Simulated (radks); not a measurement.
Values are calculated unless marked as measured or tabulated.
Effect of the nuclear size on the nickel ion Ni2+, [Ar] 3d8. Code: a radial shooting solver on a logarithmic mesh with Libxc functionals. Model: Dirac Kohn-Sham, relativistic LDA (MacDonald-Vosko exchange, VWN5 correlation), spin-unpolarised, spherical densities, finite nucleus; open shells are shared between the two j in proportion to 2j + 1; Fermi nuclear charge, rms radius 3.7757 fm. The rms radius is varied about that value; shifts are against it.

| rms radius (fm) | total energy shift (eV) | density at nucleus (e/bohr^3) | 1s1/2 shift (meV) | 2s1/2 shift (meV) | 3s1/2 shift (meV) |
|---|---|---|---|---|---|
| 3.3415 | -0.0339 | 1.952e+04 | -14.4 | -1.34 | -0.201 |
| 3.4548 | -0.0255 | 1.949e+04 | -10.8 | -1.01 | -0.151 |
| 3.7757 | 0 | 1.941e+04 | 0.000 | 0.000 | 0.000 |
| 3.923 | 0.0124 | 1.937e+04 | 5.26 | 0.491 | 0.074 |
| 4.4931 | 0.0647 | 1.924e+04 | 27.4 | 2.56 | 0.384 |

Slopes of the eigenvalues against <r^2> in GHz/fm^2, as finite differences over the two radii next to the reference (eigenvalue slopes, not the field-shift constants of lines): 1s1/2 1120, 2s1/2 105, 3s1/2 15.7.
